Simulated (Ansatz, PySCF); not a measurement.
C₂H₉AsGa, charge +1, singlet, at a GFN2-xTB geometry (such geometries of metal compounds can be far from the true shape). Base run: B3LYP5/STO-3G run with PySCF.

Here is a job for PySCF.
```python
from pyscf import gto, scf, dft

mol = gto.M(
    atom='''
Ga   -0.043402    1.185008    0.334711
C     1.512558    1.852714   -0.812236
H     2.412471    1.289721   -0.543432
H     1.681333    2.920374   -0.644268
H     1.272462    1.678753   -1.866255
C    -1.617068    1.034383    1.632201
H    -2.494869    0.681342    1.081120
H    -1.833167    2.006082    2.085894
H    -1.359497    0.311482    2.413279
As    0.061531   -1.682306   -0.477728
H     0.509172   -2.760117    0.444783
H     0.886502   -2.209876   -1.596771
H    -1.132389   -2.459490   -0.905152
''',
    basis='sto-3g',
    charge=1,
    spin=0,
    verbose=4,
)

mf = dft.RKS(mol)
mf.xc = 'b3lyp5'
mf.kernel()
```

The same geometry, method and basis name were run in Ansatz (an electronic-structure program) and PySCF, at each program's defaults and at the settings that a row names. The base is PySCF at its defaults. Differences at the defaults can come from grids, fitting, cores and function types together.

```
code and settings                                                               ΔE vs base (mEh)  basis functions       E (Eh)  SCF cycles
------------------------------------------------------------------------------  ----------------  ---------------  -----------  ----------
PySCF, defaults (exact integrals, its default grid, spherical functions)                   0.000               55  -4192.97120          22
Ansatz, defaults (factorised integrals, its default grid, spherical functions)             0.005               55  -4192.97120           -
PySCF, density fitting with def2-universal-jkfit                                               ?               55            ?          22
PySCF, fine grid                                                                           0.003               55  -4192.97120          22
Ansatz, high accuracy                                                                      0.003               55  -4192.97120           -
```

Question: Complete the blanks.

Answer: 
- PySCF, density fitting with def2-universal-jkfit, ΔE vs base (mEh): -3.441
- PySCF, density fitting with def2-universal-jkfit, E (Eh): -4192.97464
